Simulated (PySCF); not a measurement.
**Magnetisability: `C=NC[SiH2]n1ccnc1`, C5H9N3Si**

Cartesian coordinates in Å; atom numbers follow the order of the lines, from 1:
```xyz
18

C     2.8020    0.9059   -0.9207
N     1.7434    0.9780   -0.2556
C     1.5895    0.2494    0.9560
Si    0.3501   -1.1786    0.6556
N    -1.1880   -0.4930    0.1946
C    -1.4283    0.6936   -0.4631
C    -2.7698    0.7689   -0.6590
N    -3.3775   -0.3413   -0.1434
C    -2.4223   -1.0617    0.3480
H     3.6813    0.3252   -0.6187
H     2.8657    1.4544   -1.8482
H     2.5387   -0.1562    1.3365
H     1.1775    0.9312    1.7032
H     0.1230   -1.9128    1.9010
H     0.8269   -2.0374   -0.4327
H    -0.6222    1.3494   -0.7182
H    -3.3472    1.5390   -1.1298
H    -2.5515   -2.0077    0.8336
```

The calculation used PySCF 2.14.0, GIAO PBE0/pcSseg-1 magnetisability, rotational g tensor and spin-rotation constants, non-relativistic, gas phase. Geometry: GFN2-xTB.

Problem. How diamagnetic is it, and how anisotropic?

Solution. Isotropic -1285 × 10⁻³⁰ J/T², or -77.4 × 10⁻⁶ cm³/mol; principal values -1805, -1050, -998 × 10⁻³⁰ J/T², anisotropy 782 × 10⁻³⁰ J/T² (root of half the summed squared differences of the principal values). The susceptibility is in cgs units.

Problem. Split it along the inertial axes a, b, c into diamagnetic and paramagnetic parts about the centre of mass, with the quadrupole moment.

Solution. 
| axis | χ (10⁻⁶ cm³/mol) | diamagnetic (10⁻⁶ cm³/mol) | paramagnetic (10⁻⁶ cm³/mol) | summed x² of all electrons (Å²) | quadrupole Θ (D Å) |
| --- | --- | --- | --- | --- | --- |
| a | -60.7 | -519.9 | 459.3 | 328.1 | -6.78 |
| b | -63.1 | -1506.9 | 1443.8 | 95.4 | +7.59 |
| c | -108.3 | -1796.7 | 1688.3 | 27.1 | -0.81 |

Anisotropies 2χaa − χbb − χcc = +50.0 and 2χbb − χaa − χcc = +42.9 × 10⁻⁶ cm³/mol. Θ is traceless in Buckingham's convention.

Problem. And the rotational g tensor?

Solution. 
```tsv
axis	rotational constant (GHz)	g	nuclear part	electronic part
a	3.1171	-0.0657	0.6068	-0.6725
b	0.8486	-0.0203	0.5553	-0.5756
c	0.7045	-0.0002	0.5585	-0.5588
```
Asymmetric top; isotopes 12C, 1H, 14N, 28Si; no vibrational averaging.
